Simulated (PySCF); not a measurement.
**Electron correlation in Ar⁴⁺ (argon, charge +4)**

[Ne] 3s2 3p2, high-spin 3P determinant. Calculation: PySCF 2.14, in an even-tempered Gaussian basis (18 s from 0.09 bohr⁻², ratio 2.5; 13 p from 0.12 bohr⁻², ratio 2.5; 5 d from 1.2 bohr⁻², ratio 2.7; 5 f from 1.8 bohr⁻², ratio 2.7); the non-relativistic Hamiltonian (point nucleus). Frozen: 1s2; 12 electrons correlated; the 20 highest virtual orbitals of each spin left out.

MP2 pair energies summed by pair of shells (mhartree):

```csv
pair,energy,share (%)
2p-2p,-196.04,48.9
2s-2p,-59.58,14.9
3s-3p,-46.21,11.5
2p-3s,-28.19,7.0
2p-3p,-24.53,6.1
3s-3s,-20.71,5.2
2s-2s,-10.03,2.5
3p-3p,-6.96,1.7
2s-3s,-4.30,1.1
2s-3p,-4.22,1.1
```

Total MP2 correlation energy: -400.78 mhartree.

Same-spin part -102.04 and opposite-spin part -298.74 mhartree; SCS-MP2 scales them by 1/3 and 6/5 to -392.50 mhartree.
